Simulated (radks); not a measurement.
Values are calculated unless marked as measured or tabulated.
Q: The calcium ion Ca7+, configuration [Ne] 3s2 3p1. Level of theory: scalar-relativistic Kohn-Sham, r2SCAN, spin-polarised, spherical densities, finite nucleus; open shells are filled with parallel spins first; meta-GGA in the generalised Kohn-Sham scheme; Fermi nuclear charge, rms radius 3.4776 fm (a radial shooting solver on a logarithmic mesh with Libxc functionals). Some entries of the table are withheld. Estimate them.

orbital,occ.,eigenvalue (eV),<1/r> (bohr^-1)
1s up,1,-4109.463,19.74
1s down,1,-4108.856,19.74
2s up,1,-554.9043,4.090
2s down,1,-554.5486,4.089
2p up,3,(1),3.981
2p down,3,(2),3.980
3s up,1,(3),1.375
3s down,1,(4),1.370
3p up,1,-137.4329,1.298
3p down,0,-134.0743,1.293

A: 
(1) 2p up eigenvalue (eV): -473.9245
(2) 2p down eigenvalue (eV): -473.2340
(3) 3s up eigenvalue (eV): -159.7394
(4) 3s down eigenvalue (eV): -156.1573
